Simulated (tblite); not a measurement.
A tight-binding relaxation on `C[C@@H](OC=O)[N@@H+](C)[GaH3-]`.

Computed with GFN2-xTB geometry optimisation, gas phase (tblite 0.8.0). Start geometry: from a force field or distance geometry. The command runs a driver script over a list of jobs; the input below is this job's line of settings and its coordinates in Å.

Command:
```bash
OMP_NUM_THREADS=1 python probes_run.py task.json out
```

Input:
```
{"job": {"kind": "relax", "xc": "GFN2-xTB", "basis": "xTB"}, "charge": 0, "multiplicity": 1}
C     -0.902300     1.654000     0.231300
C     -0.591800     0.159900     0.291800
O     -1.102600    -0.519000    -0.845900
C     -2.471800    -0.778500    -1.044400
O     -3.324500    -0.488700    -0.150100
N      0.866900    -0.081300     0.409600
C      1.143900    -1.485600     0.732400
Ga     1.880300     0.412300    -1.174300
H     -2.002300     1.810600     0.304000
H     -0.564700     2.093200    -0.721100
H     -0.434600     2.194000     1.074900
H     -1.090700    -0.244800     1.217600
H     -2.799300    -1.266900    -1.937900
H      1.250000     0.492300     1.201700
H      2.230400    -1.639000     0.888400
H      0.792700    -2.159200    -0.067200
H      0.636300    -1.775800     1.685400
H      3.349200    -0.236800    -1.104100
H      2.001600     2.013400    -1.256200
H      1.128200    -0.143500    -2.485000
```

Output:
```
step      E/eV     max force
  0    -732.11323    5.903
  1    -732.38040    6.599
  2    -732.65159    1.345
  3    -732.73872    0.972
  4    -732.87372    0.539
  5    -732.89887    0.523
  6    -732.92888    0.395
  7    -732.94062    0.392
  8    -732.95621    0.311
  9    -732.96373    0.233
... (158 lines left out)
168    -733.21819    0.022
169    -733.21823    0.021
170    -733.21827    0.020
171    -733.21832    0.022
172    -733.21838    0.021
173    -733.21846    0.020
174    -733.21854    0.022
175    -733.21860    0.018
176    -733.21864    0.034
177    -733.21867    0.009
```

«max force» is the largest atomic force in eV/Å.

Question: From which step on does the largest force stay under 0.1 eV/Å, and how much energy is left to gain from there?

Answer: From step 104 (0.048 eV/Å), 9.7 meV above the end.

In short: energy lowered by 25.5 kcal/mol over 177 steps; largest atomic force 0.009 eV/Å at the end.

Question: Give the final coordinates.

Answer: 0.587 Å rms from the input after alignment:
```
atom  x, y, z in Å
C1    -0.8784    1.6782    0.6036
C2    -0.5846    0.2069    0.3642
O3    -0.8921   -0.1462   -0.9870
C4    -2.1430   -0.4746   -1.2864
O5    -3.0538   -0.5006   -0.5158
N6     0.8342   -0.0723    0.4610
C7     1.1508   -1.4275    0.9014
Ga8    1.5411    0.1060   -1.5474
H9    -1.9274    1.8825    0.4028
H10   -0.2622    2.2772   -0.0675
H11   -0.6648    1.9415    1.6371
H12   -1.1873   -0.4287    1.0365
H13   -2.2008   -0.7255   -2.3559
H14    1.2772    0.5954    1.0911
H15    2.2287   -1.5762    0.8125
H16    0.6603   -2.1387    0.2352
H17    0.8334   -1.6113    1.9324
H18    3.0270    0.1968   -1.0972
H19    1.0061    1.4356   -2.0964
H20    1.2305   -1.2077   -2.2734
```

Question: Estimate the wall time. Hardware: Arm Neoverse V1, one thread (shared host).

Answer: About 1.4 s.
Labels such as C1 count atoms from 1, the log's own numbers from 0.
